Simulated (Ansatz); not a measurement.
Reaction (ligand exchange at the Al–C bond): `N=[C](O)[AlH][SH]` + `[SiH3]S` → `[SiH3][S][AlH][SH]` + `N=CO`

Computed with Ansatz on PBE0-D4/def2-TZVP structures; ΔE is electronic, products minus reactants. CCSD(T)/CBS is the MP2 limit (def2-TZVPP, def2-QZVPP) plus CCSD(T) − MP2 in def2-TZVPP, frozen cores. This one scheme is used for every species. DFT in def2-TZVPP. One conformer a species, not always the lowest.

`N=[C](O)[AlH][SH]`:

Z-matrix (Å, degrees):
```
C
O 1 1.358
Al 1 1.980 2 117.8
N 1 1.267 2 126.4 3 -180.0
H 2 0.969 1 109.9 3 180.0
S 3 2.177 1 117.1 2 -0.1
H 3 1.571 1 122.5 2 179.9
H 4 1.027 1 114.0 2 -0.0
H 6 1.346 3 91.9 1 0.0
```

`[SiH3]S`:

```xyz
6

Si    0.180   -0.420    0.264
S     0.297    1.419   -0.819
H    -0.600   -0.267    1.519
H     1.587   -0.764    0.582
H    -0.433   -1.497   -0.552
H    -1.031    1.529   -0.994
```

`[SiH3][S][AlH][SH]`:

```xyz
9

Si    1.258    0.933    0.000
S     0.763   -0.572   -1.431
Al   -1.160   -1.302   -0.705
S    -2.069   -0.669    1.171
H     2.589    1.459   -0.384
H     1.326    0.373    1.376
H     0.261    2.034   -0.008
H    -1.936   -2.345   -1.590
H    -1.033    0.090    1.571
```

`N=CO`:

Z-matrix (Å, degrees):
```
C
O 1 1.336
N 1 1.258 2 122.1
H 1 1.092 2 110.5 3 -180.0
H 2 0.968 1 106.6 3 -0.0
H 3 1.014 1 111.3 2 180.0
```

```tsv
species	ωB97M-V energy (Eh)
`N=[C](O)[AlH][SH]`	-811.13902
`[SiH3]S`	-690.07088
`[SiH3][S][AlH][SH]`	-1331.36983
`N=CO`	-169.89088
```

(1) Work out ΔE.

Largest T1 diagnostic among the species: 0.014.

Answers

(1) ΔE = (-1331.36983) + (-169.89088) − (-811.13902) − (-690.07088) = -0.05081 Eh = -133.4 kJ/mol. CCSD(T)/CBS gives -136.5 kJ/mol.

The D4 term adds −6.0 kJ/mol with B3LYP and −3.3 kJ/mol with PBE0; it sums over pairs of atoms, weighted by their polarisabilities, and B3LYP, whose exchange is more repulsive, gets the larger term. From PBE to PBE0 (25 % exact exchange), in def2-TZVPP and without D4, ΔE moves by −7.3 kJ/mol.

B3LYP here is the variant with VWN-RPA as its local correlation; programs differ in this.
